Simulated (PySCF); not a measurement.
HLiO, SMILES [OH][Li].

Coordinates come from a B3LYP-D3(BJ)/def2-TZVPD optimisation. The isomer is the one that the SMILES or the coordinates give; other isomers of the formula were not compared.

Two levels are set side by side: TDA-PBE/def2-TZVPD (PySCF) and TDA-PBE0/def2-TZVPD (PySCF). Vertical, same geometry. The lowest singlet is HOMO→LUMO 100 % with PBE and HOMO→LUMO 99 % with the other functional; states are paired by order. Differences are taken from unrounded values.

| quantity | TDA-PBE0 | TDA-PBE | TDA-PBE minus TDA-PBE0 |
|---|---|---|---|
| lowest singlet excitation (eV) | 4.18 | 3.35 | -0.83 |
| lowest triplet excitation (TDA) (eV) | 4.08 | 3.26 | -0.82 |

Functionals without exact exchange tend to place singlet excitations lower, as here. Differences between two approximate levels are no errors against the true value.

Rough cost on one machine, each run with all the roots and properties that it gave: TDA-PBE0 against TDA-PBE within a factor of 2.
